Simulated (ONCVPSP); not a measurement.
## oxygen (O): ONCV pseudisation with LDA (Perdew-Wang 92), scalar-relativistic reference atom.

Input for ONCVPSP 4.0.1:

```
# ATOM AND REFERENCE CONFIGURATION
# atsym  z   nc   nv     iexc    psfile
  O 8.00    1    2  -001012      upf
#
#   n    l    f
    1    0    2.00
    2    0    2.00
    2    1    4.00
#
# PSEUDOPOTENTIAL AND OPTIMIZATION
# lmax
    2
#
#   l,   rc,      ep,       ncon, nbas, qcut
    0    0.65    0.00    4    7   10.20
    1    1.10    0.00    4    8   10.00
    2    1.10    0.44    4    8    7.90
#
# LOCAL POTENTIAL
# lloc, lpopt,  rc(5),   dvloc0
    4    5    0.40    0.00
#
# VANDERBILT-KLEINMAN-BYLANDER PROJECTORs
# l, nproj, debl
    0    2    2.80
    1    2    2.00
    2    2    2.30
#
# MODEL CORE CHARGE
# icmod, fcfact, rcfact
    3    5.75    1.40
#
# LOG DERIVATIVE ANALYSIS
# epsh1, epsh2, depsh
   -2.00    5.00    0.02
#
# OUTPUT GRID
# rlmax, drl
    6.00    0.01
#
# TEST CONFIGURATIONS
# ncnf
    4
# nvcnf
#   n    l    f
    2
    2    0    2.00
    2    1    3.00
#
    2
    2    0    2.00
    2    1    2.00
#
    2
    2    0    2.00
    2    1    1.00
#
    2
    2    0    2.00
    2    1    0.00
#
```

Command:

```bash
oncvpsp.x < O.dat > O.out
```

The program printed (shortened: citation, most of the input echo, consistency checks and plot data are left out):

```
ONCVPSP  (Optimized Norm-Conservinng Vanderbilt PSeudopotential)
scalar-relativistic version 4.0.1

#   n    l    f        energy (Ha)
    1    0    2.00    -1.8774045E+01
    2    0    2.00    -8.7292515E-01
    2    1    4.00    -3.3800406E-01

Reference configufation results
  iterations    24
  all-electron total energy (Ha)   -7.45263262D+01

Begin loop to  construct optimized pseudo wave functions
and semi-local pseudopoentials for all angular momenta

   Wellstate for l =  0  n =  3
     eigenvalue =   1.9271
     asymptotic potential =   2.4271
     half-point radius =  1.8365

Calculating optimized projector #   1

 for l=   0

    Fraction of norm inside rc  0.146520
    Optimizing pswf for qcut=  10.22 a_B^-1,  ecut=  52.19 Ha
    Residual kinetic energy error=  6.21D-04 Ha

    Energy error per electron        Cutoff
         Ha          eV             Ha
         0.01000     0.27211       27.93
         0.00100     0.02721       42.45
         0.00010     0.00272      258.73
         0.00001     0.00027      319.45

Calculating optimized projector #   2

 for l=   0

    Fraction of norm inside rc  0.061791
    Optimizing pswf for qcut=  10.22 a_B^-1,  ecut=  52.19 Ha
    Residual kinetic energy error=  4.96D-03 Ha

    Energy error per electron        Cutoff
         Ha          eV             Ha
         0.01000     0.27211       41.67
         0.00100     0.02721       90.82
         0.00010     0.00272      372.90
         0.00001     0.00027      440.78

   Wellstate for l =  1  n =  4
     eigenvalue =   1.6620
     asymptotic potential =   2.1620
     half-point radius =  3.8381

Calculating optimized projector #   1

 for l=   1

    Fraction of norm inside rc  0.498877
    Optimizing pswf for qcut=   9.98 a_B^-1,  ecut=  49.83 Ha
    Residual kinetic energy error=  9.12D-05 Ha

    Energy error per electron        Cutoff
         Ha          eV             Ha
         0.01000     0.27211       31.60
         0.00100     0.02721       41.01
         0.00010     0.00272       49.46
         0.00001     0.00027      154.56

Calculating optimized projector #   2

 for l=   1

    Fraction of norm inside rc  0.075941
    Optimizing pswf for qcut=   9.98 a_B^-1,  ecut=  49.83 Ha
    Residual kinetic energy error=  8.98D-05 Ha

    Energy error per electron        Cutoff
         Ha          eV             Ha
         0.01000     0.27211       29.13
         0.00100     0.02721       40.46
         0.00010     0.00272       49.41
         0.00001     0.00027       83.70

   Wellstate for l =  2  n =  3
     eigenvalue =   0.4400
     asymptotic potential =   0.9400
     half-point radius =  5.6054

   Wellstate for l =  2  n =  4
     eigenvalue =   2.7400
     asymptotic potential =   3.2400
     half-point radius =  2.8076

Calculating optimized projector #   1

 for l=   2

    Fraction of norm inside rc  0.003982
    Optimizing pswf for qcut=   7.90 a_B^-1,  ecut=  31.17 Ha
    Residual kinetic energy error=  4.51D-06 Ha

    Energy error per electron        Cutoff
         Ha          eV             Ha
         0.01000     0.27211        2.12
         0.00100     0.02721        7.57
         0.00010     0.00272       17.18
         0.00001     0.00027       27.55

Calculating optimized projector #   2

 for l=   2

    Fraction of norm inside rc  0.096971
    Optimizing pswf for qcut=   7.90 a_B^-1,  ecut=  31.17 Ha
    Residual kinetic energy error=  3.38D-04 Ha

    Energy error per electron        Cutoff
         Ha          eV             Ha
         0.01000     0.27211       15.73
         0.00100     0.02721       26.54
         0.00010     0.00272       36.37
         0.00001     0.00027       77.28

Construct Vanderbilt / Kleinmman-Bylander projectors

B matrix Hermiticity error, ll=   0
   1   2    1.6503E-04

  Orthonormal projector coefficients -5.3539E+01  1.2099E+01

B matrix Hermiticity error, ll=   1
   1   2   -8.9879E-05

  Orthonormal projector coefficients -9.3047E+00 -3.4546E+00

B matrix Hermiticity error, ll=   2
   1   2    8.0358E-06

  Orthonormal projector coefficients -2.8831E+01 -7.7379E+00

Model core correction analysis
  based on d2Exc/dn_idn_j

d2excae - all-electron derivatives

   -5.123526D-02   -4.494458D-02
   -4.494593D-02   -4.347674D-02

d2excps - pseudofunction derivatives with no core correction

   -5.226710D-02   -4.814545D-02
   -4.814633D-02   -4.660850D-02

rms 2nd derivative error    2.800036E-03

rmatch, rhocmatch    0.3805   11.2872

Teter function model core charge with specified parameters

d2excps - pseudofunction derivatives with core correction

   -5.081088D-02   -4.623529D-02
   -4.623644D-02   -4.403508D-02

rms 2nd derivative error    9.776516E-04

Pseudoatom total energy  -15.784016

Diagnostic tests using Vanderbilt-Kleinman-Bylander pseudopotentials
  1 or more projectors used as specified by nproj input data

   l    rcore       rmatch      e in        delta e   norm test  slope test

   0   0.6518857   0.6716784  -0.8729252  -0.0000001   1.0000624   1.0000407
   0   0.6518857   0.6716784   1.9270748   0.0001162   1.0002656   1.0002656

   1   1.1035545   1.1370608  -0.3380041  -0.0000066   1.0000397   1.0000562
   1   1.1035545   1.1370608   1.6619959  -0.0000040   1.0001695   1.0001695

   2   1.1035545   1.1370608   0.4400000   0.0000207   1.0000699   1.0000699
   2   1.1035545   1.1370608   2.7400000   0.0000453   1.0001811   1.0001811

 Testing for bound ghosts
   n   l    E NL Schr. Eq   E Basis Diag.   E Cutoff

       0                      -13.268854    436.87  WARNING - GHOST(-)
   1   0       -0.872925       -0.600322    436.87

   2   1       -0.338011       -0.312096    247.61

 Testing for highly-localized positive-energy ghosts
       l    <radius>/rc     E Basis Diag.   E Cutoff

       2        0.541057        7.733615    279.86  WARNING - GHOST(+)

Test configuration 0

   n   l     f        eae           eps        diff
   1   0  2.0000  -18.77404474
   2   0  2.0000   -0.87292515   -0.87292530   -1.45D-07
   2   1  4.0000   -0.33800406   -0.33801062   -6.56D-06

    Total energies and differences
      AE_ref= -7.45263262D+01  AE_tst= -7.45263262D+01  dif=  0.00D+00
      PS_ref= -1.57840160D+01  PS_tst= -1.57840160D+01  dif= -7.11D-15
      PSP excitation error=  7.11D-15

Test configuration 1

   n   l     f        eae           eps        diff
   1   0  2.0000  -19.46682094
   2   0  2.0000   -1.44792827   -1.44800928   -8.10D-05
   2   1  3.0000   -0.90366975   -0.90302176    6.48D-04

    Total energies and differences
      AE_ref= -7.45263262D+01  AE_tst= -7.39168521D+01  dif=  6.09D-01
      PS_ref= -1.57840160D+01  PS_tst= -1.51747321D+01  dif=  6.09D-01
      PSP excitation error=  1.90D-04

Test configuration 2

   n   l     f        eae           eps        diff
   1   0  2.0000  -20.35414580
   2   0  2.0000   -2.13229951   -2.13144982    8.50D-04
   2   1  2.0000   -1.59331328   -1.58998153    3.33D-03

    Total energies and differences
      AE_ref= -7.45263262D+01  AE_tst= -7.26779270D+01  dif=  1.85D+00
      PS_ref= -1.57840160D+01  PS_tst= -1.39375071D+01  dif=  1.85D+00
      PSP excitation error=  1.89D-03

Test configuration 3

   n   l     f        eae           eps        diff
   1   0  2.0000  -21.42043782
   2   0  2.0000   -2.90719435   -2.90292333    4.27D-03
   2   1  1.0000   -2.39037665   -2.38027434    1.01D-02

    Total energies and differences
      AE_ref= -7.45263262D+01  AE_tst= -7.06945413D+01  dif=  3.83D+00
      PS_ref= -1.57840160D+01  PS_tst= -1.19603386D+01  dif=  3.82D+00
      PSP excitation error=  8.11D-03

Test configuration 4

   n   l     f        eae           eps        diff
   1   0  2.0000  -22.65473496
   2   0  2.0000   -3.75807258   -3.74581257    1.23D-02

    Total energies and differences
      AE_ref= -7.45263262D+01  AE_tst= -6.78661575D+01  dif=  6.66D+00
      PS_ref= -1.57840160D+01  PS_tst= -9.14800307D+00  dif=  6.64D+00
      PSP excitation error=  2.42D-02
```

Note: ghosts flagged at negative energy: s at -361.1 eV; GHOST(+) flagged for d at 210.4 eV. A true bound ghost makes a file unfit for plane-wave use.

The run took about 4.6 s on one core of a shared server CPU.
